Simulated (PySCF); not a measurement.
SnHCl2Br, SMILES [Cl][SnH]([Cl])[Br].

Geometry: PBE0-D3(BJ)/def2-SVP. The structure was generated by enumeration; whether it is a known compound was not checked. The def2 effective core potentials stand for the cores of Sn; spin–orbit coupling is left out.

Calculation: PBE/def2-TZVP (PySCF).

Symmetry labels are those of the subgroup Cs that the program uses (full group Cs).

Computed valence orbital energies around the gap with their symmetry:
| orbital | symmetry | energy (eV) |
|---|---|---|
| HOMO−7 | A" | -9.83 |
| HOMO−6 | A' | -9.65 |
| HOMO−5 | A' | -8.25 |
| HOMO−4 | A" | -8.18 |
| HOMO−3 | A" | -8.02 |
| HOMO−2 | A' | -8.02 |
| HOMO−1 | A' | -7.69 |
| HOMO | A" | -7.65 |
| LUMO | A' | -3.48 |
| LUMO+1 | A" | -1.50 |
| LUMO+2 | A' | -1.48 |
| LUMO+3 | A' | 0.05 |
